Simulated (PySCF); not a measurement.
C₅H₅, SMILES C1[CH]C=CC=1 (connectivity only; charge and spin as stated), charge +1, multiplicity 1.

Geometry optimised at B3LYP-D3(BJ)/def2-SVP. The spin state was assumed, not searched. The isomer is the one that the SMILES or the coordinates give; other isomers of the formula were not compared.

The numbers are results of PBE/def2-TZVP in PySCF, not measurements.

Symmetry labels are those of the subgroup C2v that the program uses (full group C2v).

Computed valence orbital energies around the gap with their symmetry:
| orbital | symmetry | energy (eV) |
|---|---|---|
| HOMO−7 | A1 | -19.58 |
| HOMO−6 | A1 | -19.02 |
| HOMO−5 | B2 | -16.21 |
| HOMO−4 | A1 | -15.72 |
| HOMO−3 | B2 | -15.62 |
| HOMO−2 | B1 | -15.61 |
| HOMO−1 | A1 | -15.14 |
| HOMO | A2 | -12.05 |
| LUMO | B1 | -11.65 |
| LUMO+1 | A2 | -5.96 |
| LUMO+2 | B1 | -5.86 |
| LUMO+3 | A1 | -3.96 |
